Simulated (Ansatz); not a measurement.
Species: SnHCl2, charge 0, doublet. SnHCl2 (SMILES [Cl][SnH][Cl], doublet).
B3LYP-D3(BJ)/def2-TZVP minimum from Ansatz (an electronic-structure program):
```
Sn
H 1 1.7500
Cl 1 2.3634 2 106.10
Cl 1 2.3634 2 106.10 3 -112.27
```
Charge 0, spin multiplicity 2.

Property: atomisation energy (electronic, to ground-state atoms), in kJ/mol. Open shells are spin-unrestricted; no spin-orbit coupling. Correlated methods leave the cores frozen (noble-gas shells, and filled d and f shells in the p block). Past Kr the def2 sets carry scalar-relativistic core potentials. CBS(X,Y): correlation extrapolated as X^-3, Hartree-Fock from the larger set. A bracket is a step between two methods taken in the basis named. For partners of very few electrons the exact lower level stands in for a higher one. Spin-orbit terms, left out, reach several kcal/mol for Br and I, and more for heavier atoms.

CCSD(T)/CBS(def2-TZVPP,def2-QZVPP) + [CCSDT(Q) - CCSD(T)]/def2-SVP (Ansatz) gives 911.8 kJ/mol.

Question: What does PBE/def2-TZVPD (Ansatz) give here, and how do the other levels compare?

Answer: PBE gives 910.2 kJ/mol, 1.6 kJ/mol below it. Differences of the others: r2SCAN/def2-TZVPD (Ansatz) 5.6; PBE0/def2-TZVPD (Ansatz) -22.2; B2PLYP/def2-TZVPD (Ansatz) -38.8; CCSD(T)/CBS(def2-TZVPP,def2-QZVPP) (Ansatz) -2.4 kJ/mol.
